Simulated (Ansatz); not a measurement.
Consider the hydrogen abstraction from a B–H bond: `[SiH3]OBCl` + `[OH]`• → `[SiH3]O[B]Cl`• + H₂O.

Calculated with Ansatz (gas phase, PBE0-D4/def2-TZVP geometries, no zero-point term in ΔE). CBS: MP2 limit from def2 TZ/QZ plus the TZ coupled-cluster correction, frozen cores. This one scheme is used for every species. Functionals use def2-TZVPP. Open shells (•) are unrestricted, without spin–orbit coupling. Each species was taken in one conformer, which may not be the lowest.

`[SiH3]OBCl`:

Cartesian coordinates in Å:
```
Si -0.674 0.668 0.750
O -0.063 0.270 -0.750
B 0.771 -0.687 -1.163
Cl 1.453 -1.848 -0.012
H 0.437 1.018 1.666
H -1.551 1.838 0.528
H -1.454 -0.470 1.290
H 1.079 -0.789 -2.309
```

`[OH]`•:

Cartesian coordinates in Å:
```
O -0.201 -0.171 0.409
H 0.201 0.171 -0.409
```

`[SiH3]O[B]Cl`•:

Cartesian coordinates in Å:
```
Si 0.700 -0.748 0.225
O -0.136 0.602 -0.283
B -1.398 0.992 -0.183
Cl -1.995 2.498 -0.836
H 1.792 -0.279 1.107
H -0.213 -1.661 0.953
H 1.250 -1.403 -0.983
```

H₂O:

```xyz
3

O    -0.015    0.389   -0.018
H    -0.457   -0.184    0.613
H     0.471   -0.204   -0.595
```

Task: Is it downhill or uphill in electronic energy at CCSD(T)/CBS, and by how much? (Estimate.)

Result: Ansatz gave: Downhill: ΔE = -15.4 kcal/mol.

Task: What do these levels give: PBE-D4, BHLYP-D4, ωB97X-V, ωB97M-V, B2PLYP, revPBE, r2SCANh, HF/def2-SVP, MP2/def2-TZVPP, CCSD(T)/def2-TZVPP, MP2/def2-QZVPP, MP2/CBS(def2)? (Best estimate.)

Result: Ansatz gave: PBE-D4 -18.9, BHLYP-D4 -8.0, ωB97X-V -12.0, ωB97M-V -12.2, B2PLYP -14.4, revPBE -17.9, r2SCANh -15.0, HF/def2-SVP 3.4, MP2/def2-TZVPP -18.8, CCSD(T)/def2-TZVPP -13.4, MP2/def2-QZVPP -20.1, MP2/CBS(def2) -20.9 kcal/mol.

Largest T1 diagnostic among the species: 0.015.

In def2-TZVPP, CCSD(T) changes the Hartree–Fock value by −14.1 kcal/mol (the triples alone add −1.4 kcal/mol) and MP2 by −19.6 kcal/mol. From BLYP to BHLYP (50 % exact exchange), in def2-TZVPP and without D4, ΔE moves by +8.0 kcal/mol. At CCSD(T), def2-SVP lies +6.4 kcal/mol from the extrapolated value and def2-TZVPP +2.0 kcal/mol.
